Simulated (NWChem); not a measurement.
System: SiNH5Te; SMILES N[Te][SiH3]

```xyz
8

Te    -0.3378     0.5062    -0.0144
N      1.6188     1.1697     0.0039
H      2.1088     0.8090    -0.8141
H      2.0920     0.8132     0.8335
Si     0.1312    -1.9600    -0.0045
H      0.9021    -2.3522     1.2153
H      0.9310    -2.3555    -1.2044
H     -1.1809    -2.6761    -0.0191
```
Atoms are numbered in this order, from 1.

Level: PBE0/def2-SVP with def2 effective core potentials on Te (NWChem), optimised geometry, unscaled harmonic frequencies. def2 effective core potentials on Te; no spin-orbit coupling.

### Question
List the harmonic frequencies with IR intensities, and the thermochemistry.

### Answer
| frequency (cm⁻¹) | IR intensity (km/mol) |
|---|---|
| 103 | 0.3 |
| 114 | 4.7 |
| 285 | 48.5 |
| 330 | 1.1 |
| 517 | 30.0 |
| 548 | 43.6 |
| 551 | 3.4 |
| 775 | 86.7 |
| 881 | 339.4 |
| 914 | 39.1 |
| 948 | 60.7 |
| 962 | 1.6 |
| 1541 | 18.4 |
| 2216 | 83.9 |
| 2225 | 96.3 |
| 2235 | 88.2 |
| 3531 | 14.2 |
| 3641 | 21.4 |

- zero-point energy = 31.9 kcal/mol
- thermal correction to the enthalpy at 298.15 K (with zero-point energy) = 36.2 kcal/mol
- heat capacity Cv = 19.3 cal/(mol K)
- entropy at 298.15 K and 1 atm (symmetry number 1) = 79.6 cal/(mol K)

Rigid rotor and harmonic oscillator.
